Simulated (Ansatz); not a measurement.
`[SiH3][NH][SbH2]` + `CC[SiH3]` → `CC[SiH2][SbH2]` + `N[SiH3]`  (formal exchange of groups at the Sb–N bond)

Calculated with Ansatz (gas phase, PBE0-D4/def2-TZVP geometries, no zero-point term in ΔE). CBS: MP2 limit from def2 TZ/QZ plus the TZ coupled-cluster correction, frozen cores. This one scheme is used for every species. DFT in def2-TZVPP. B3LYP here is the variant with VWN-RPA as its local correlation; programs differ in this. Elements past krypton have def2 core potentials. For Sb outer-core shells are correlated without core-valence functions, which leaves a few kJ/mol of doubt a bond. Each species was taken in one conformer, which may not be the lowest.

Is it downhill or uphill in electronic energy at CCSD(T)/CBS, and by how much? (Estimate.)

The calculation gave: Downhill: ΔE = -46.9 kJ/mol.

What do these levels give: PBE-D4, PBE0-D4, ωB97X-V, B2PLYP, PBE, B3LYP, HF/def2-TZVPP, MP2/def2-TZVPP, SCS-MP2/def2-TZVPP, HF/def2-QZVPP, HF/CBS(def2), CCSD/CBS(def2)? (Estimate.)

Computed: PBE-D4 -55.3, PBE0-D4 -56.9, ωB97X-V -42.9, B2PLYP -42.3, PBE -54.4, B3LYP -43.2, HF/def2-TZVPP -35.5, MP2/def2-TZVPP -45.6, SCS-MP2/def2-TZVPP -37.9, HF/def2-QZVPP -33.2, HF/CBS(def2) -32.9, CCSD/CBS(def2) -46.4 kJ/mol.

Largest T1 diagnostic among the species: 0.013.

In def2-TZVPP, CCSD(T) changes the Hartree–Fock value by −7.8 kJ/mol (the triples alone add −0.5 kJ/mol) and MP2 by −10.1 kJ/mol.
